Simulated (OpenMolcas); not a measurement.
# 2s2 2p along the 5-electron sequence

- Program: OpenMolcas 26.06
- Method: CASSCF
- Basis: ANO-RCC-VQZP
- Scalar Hamiltonian: DKH2, point nucleus
- Spin-orbit coupling: state interaction with AMFI integrals over the reference wave functions, term energies averaged over their components

Active space for each ion: 3 electrons in 8 orbitals (2s 2p 3s 3p).

Computed levels in cm-1 above 2P* 1/2:

| Level | N2+ | O3+ | F4+ | Ne5+ |
| --- | --- | --- | --- | --- |
| 2P* 3/2 | 169 | 375 | 725 | 1263 |
| weight of 2P* in the lowest level (%) | 100 | 100 | 100 | 100 |

Measured, with the error of the calculation in %. Measured levels: N2+ from Moore, Selected Tables of Atomic Spectra, NSRDS-NBS 3, section 5; O3+ from Moore, Selected Tables of Atomic Spectra, NSRDS-NBS 3, section 10; F4+ from Moore, Atomic Energy Levels, vol. I, NSRDS-NBS 35 (1971 reprint of NBS Circular 467, 1949); Ne5+ from NIST levels in Podobedova, Fuhr, Reader and Wiese, J. Phys. Chem. Ref. Data 33, 525 (2004).

```tsv
Level	N2+	O3+	F4+	Ne5+
2P* 3/2	174 (-2.9)	386 (-2.8)	746 (-2.8)	1310 (-3.6)
```

The fine-structure level 2P* 3/2 changes by a factor of 7.47 from N2+ to Ne5+. Its fourth root runs 3.61, 4.40, 5.19, 5.96, with steps per unit of Z of 0.80, 0.79, 0.77; equal steps would mean a (Z - σ)^4 law with constant σ.

Active for correlation alone: 3p 3s; no level in the range computed is led by a configuration that fills them, so any true level of that kind is missing. Measured partners are found by configuration, term and J. A level has none where our copy of the source lacks it or the pairing is in doubt (some pairs that miss far off the trend of their configuration count as doubtful), and it then counts in no deviation. Levels of configurations outside the active space are missing.

* marks odd parity.
